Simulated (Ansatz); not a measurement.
Total energies of ZnMeCl (CH3ClZn) from Ansatz at PBE-D4/def2-TZVPD, gas phase (1 Eh = 27.2114 eV = 2625.5 kJ/mol). The reference geometry is relaxed at B3LYP-D4/def2-TZVP.

```xyz
6

Zn   -0.960    0.007   -0.588
C     0.692   -0.005    0.426
H     0.477   -0.046    1.494
H     1.266    0.899    0.218
H     1.293   -0.873    0.154
Cl   -2.768    0.018   -1.704
```

```csv
state,geometry,energy (Eh)
charge 0 singlet,reference,-2279.08391
charge -1 doublet,reference,-2279.06650
free Zn atom (singlet),–,-1779.12990
free C atom (triplet),–,-37.79605
free H atom (doublet),–,-0.49962
free Cl atom (doublet),–,-459.95933
```

Problem. Work out the vertical electron affinity, to the doublet.

Solution. E(charge 0 singlet) − E(charge -1 doublet) = -2279.08391 − (-2279.06650) = -0.01741 Eh = -0.47 eV; negative, so the extra electron isn't bound.

Problem. What is the binding energy per atom against free atoms?

Solution. Atoms: 1 × (-1779.12990) + 1 × (-37.79605) + 3 × (-0.49962) + 1 × (-459.95933) = -2278.38414 Eh. Binding: -2278.38414 − (-2279.08391) = 0.69977 Eh = 19.04 eV, or 3.17 eV for each of 6 atoms (no zero-point energy, no counterpoise term).

At PBE-D4/def2-TZVPD the highest occupied level of the charge -1 doublet lies above zero (up to 2.20 eV). By energy differences it is unbound by 0.47 eV (vertical, against the charge 0 singlet, at PBE-D4/def2-TZVPD) and held by the finite basis.
